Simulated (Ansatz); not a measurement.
Reaction (redistribution): `F[SiH2]N[SiH2]Cl` + `B[Se][SiH2][SiH3]` → `B[Se][SiH2]Cl` + `F[SiH2]N[SiH2][SiH3]`

Calculated with Ansatz (gas phase, PBE0-D4/def2-TZVP geometries, no zero-point term in ΔE). CCSD(T)/CBS adds triple-zeta CCSD(T) − MP2 to the extrapolated MP2 energy (def2 sets, frozen cores). DFT in def2-TZVPP. For Se outer-core shells are correlated without core-valence functions, which leaves a few kJ/mol of doubt a bond. Scalar relativity is left out up to krypton. One conformer a species, not always the lowest.

`F[SiH2]N[SiH2]Cl`:

Z-matrix (Å, degrees):
```
Si
N 1 1.713
F 1 1.598 2 112.4
H 1 1.479 2 109.3 3 117.5
H 1 1.478 2 107.9 3 -118.1
Si 2 1.716 1 128.2 3 91.8
H 2 1.012 1 115.8 3 -78.8
Cl 6 2.058 2 112.8 1 -95.8
H 6 1.477 2 107.7 1 22.8
H 6 1.479 2 109.9 1 146.2
```

`B[Se][SiH2][SiH3]`:

```xyz
11

B    -1.770   -0.967   -1.251
Se    0.017   -0.936   -1.919
Si    0.812    0.795   -0.623
Si    0.851    0.119    1.612
H    -2.126   -0.201   -0.409
H    -2.500   -1.782   -1.722
H     2.183    1.091   -1.119
H    -0.043    1.991   -0.836
H    -0.517   -0.284    2.028
H     1.765   -1.046    1.746
H     1.327    1.218    2.496
```

`B[Se][SiH2]Cl`:

Z-matrix (Å, degrees):
```
Si
Se 1 2.280
Cl 1 2.050 2 111.3
H 1 1.479 2 107.9 3 118.1
H 1 1.478 2 109.6 3 -119.5
B 2 1.913 1 97.3 3 83.9
H 6 1.191 2 116.3 1 -179.5
H 6 1.191 2 120.9 1 0.9
```

`F[SiH2]N[SiH2][SiH3]`:

Z-matrix (Å, degrees):
```
Si
N 1 1.706
F 1 1.602 2 112.5
H 1 1.478 2 108.9 3 -117.7
H 1 1.480 2 109.2 3 117.5
Si 2 1.740 1 127.7 3 84.7
H 2 1.011 1 115.7 3 -86.3
Si 6 2.344 2 111.8 1 -113.6
H 6 1.491 2 110.7 1 124.5
H 6 1.487 2 106.1 1 6.9
H 8 1.489 6 110.7 2 -175.4
H 8 1.487 6 110.6 2 63.6
H 8 1.490 6 109.6 2 -55.9
```

Task: Is it downhill or uphill in electronic energy at CCSD(T)/CBS, and by how much? (An estimate is asked.)

Result: Computed: Uphill: ΔE = +5.3 kcal/mol.

Task: What do these levels give: PBE0-D4, ωB97X-V, PBE, r2SCAN, CCSD(T)/def2-TZVPP, CCSD/CBS(def2)? (Best estimate.)

Result: Ansatz gave: PBE0-D4 5.1, ωB97X-V 5.0, PBE 4.7, r2SCAN 5.1, CCSD(T)/def2-TZVPP 5.4, CCSD/CBS(def2) 5.2 kcal/mol.

Largest T1 diagnostic among the species: 0.014.
